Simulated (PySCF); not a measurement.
# A survey of $^{29}$Si NMR shifts

PySCF 2.14.0 with density-fitted response routines calculation with geometry: GFN2-xTB and shielding tensors at PBE0/pcSseg-1 (GIAO); no relativistic terms, no solvent, a single conformation, fast rotation and ring inversion assumed for equivalent nuclei.

Shieldings were converted by a linear fit to measured shifts: $^{29}$Si: δ = 279.94 − 0.822σ (rms 8.9 ppm, 72 shifts, 25.8 ppm with the 6 outliers that the fit left out vs TMS, solution or neat liquid). Occasional misses reach two or three times the rms, and more in compound classes unlike the fitted ones.

Question: Give the $^{29}$Si shifts of `ClC1=C[SiH2]C[C@@H](Cl)C1`, `FC[Si]([SiH3])([SiH3])CO[SiH3]`.

Answer: 
```csv
compound,environment,δ (ppm)
ClC1=C[SiH2]C[C@@H](Cl)C1,"silicon bonded to 2 C, 2 H, in a 6-membered ring",-57.1
[F:1][CH2:2][Si:3]([SiH3:4])([SiH3:5])[CH2:6][O:7][SiH3:8],"Si8: silicon bonded to O, 3 H",-33.5
[F:1][CH2:2][Si:3]([SiH3:4])([SiH3:5])[CH2:6][O:7][SiH3:8],"Si3: silicon bonded to 2 C, 2 Si",-42.4
[F:1][CH2:2][Si:3]([SiH3:4])([SiH3:5])[CH2:6][O:7][SiH3:8],"Si4/5: silicon bonded to Si, 3 H (×2)",-100.0
```

Question: Order these by $^{29}$Si shift, lowest first.
A. O=C(CC(Cl)(Cl)Cl)[SiH2]CCl
B. F[C@@H]1C[Si@@H]1CC#CC1CC1
C. C[SiH2][C@@H]1C(Cl)=C[C@H]1Cl

Answer: B (-100.3 ppm, silicon bonded to 3 C, H, in a 3-membered ring), A (-51.5 ppm, silicon bonded to 2 C, 2 H), C (-39.4 ppm, silicon bonded to 2 C, 2 H).
